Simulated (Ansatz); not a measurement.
A run on `ClB1N[SiH2]1` with other settings.

```yaml
crystal:
  periodic: [false, false, false]
  atoms:
    - {symbol: Cl, position_ang: [-0.214857, -2.313216, 1.558393]}
    - {symbol: B, position_ang: [-0.088679, -0.856130, 0.626122]}
    - {symbol: N, position_ang: [0.229678, -0.538482, -0.675407]}
    - {symbol: Si, position_ang: [-0.108309, 0.996142, 0.120829]}
    - {symbol: H, position_ang: [0.494083, -1.014199, -1.525004]}
    - {symbol: H, position_ang: [-1.294825, 1.732115, -0.385018]}
    - {symbol: H, position_ang: [1.044109, 1.925870, 0.234385]}
basis:
  gaussian: {orbitals: def2-SVP, point_charges: [{charge: 2.00, position_ang: [5.780, -0.647, -0.864]}]}
hamiltonian: {xc: {name: rPW86-PBE}}
scf: {lower_state_search: light}
output: {forces: true}
```

```sh
$ ansatz run in.yaml --threads 2 --pin off --events-out ev --progress --plain --max-ram 4352MiB
```

Shortened log:

```
Functional definition: rPW86-PBE
891 factors; their error is unknown
mean field evaluation 1: about -22620.9162 eV, gradient 7.0e1 eV
mean field evaluation 2: about -22569.8819 eV, gradient 1.4e2 eV
mean field evaluation 4: about -22631.2350 eV, gradient 1.4e1 eV
mean field evaluation 8: about -22631.7724 eV, gradient 1.9e-1 eV
mean field evaluation 16: about -22631.7118 eV, gradient 2.4e-4 eV
mean field -22631.71184439 eV, -831.7000699561 hartree, gradient 6.3e-5 eV, S^2 0.000000; 0 other end points of the search recorded, 0 dependent functions left out
reference -22631.71193403 eV, -831.7000732504 hartree; 23, 23 occupied and 56, 56 virtual orbitals, 891 factors
Total energy: -22631.71193403 eV, -831.7000732504 hartree
Atom 0 at    -0.214857    -2.313216     1.558393 Å, force     0.018618    -0.287066     0.188546 eV/Å
Atom 1 at    -0.088679    -0.856130     0.626122 Å, force    -0.136892    -0.254674     0.627004 eV/Å
Atom 2 at     0.229678    -0.538482    -0.675407 Å, force     0.661396    -0.352565    -0.629480 eV/Å
Atom 3 at    -0.108309     0.996142     0.120829 Å, force    -0.716040     0.962910     0.526010 eV/Å
Atom 4 at     0.494083    -1.014199    -1.525004 Å, force    -0.121246    -0.389837    -0.655875 eV/Å
Atom 5 at    -1.294825     1.732115    -0.385018 Å, force    -0.088016     0.126313    -0.079954 eV/Å
Atom 6 at     1.044109     1.925870     0.234385 Å, force     0.425559     0.178766    -0.031043 eV/Å
Dipole moment:    -0.204096     0.056555    -0.240125 e Å
```

Hardware: 2 threads of an AMD EPYC 7B13 on a shared host. Wall time 2.1 s, peak host memory 0.16 GiB.
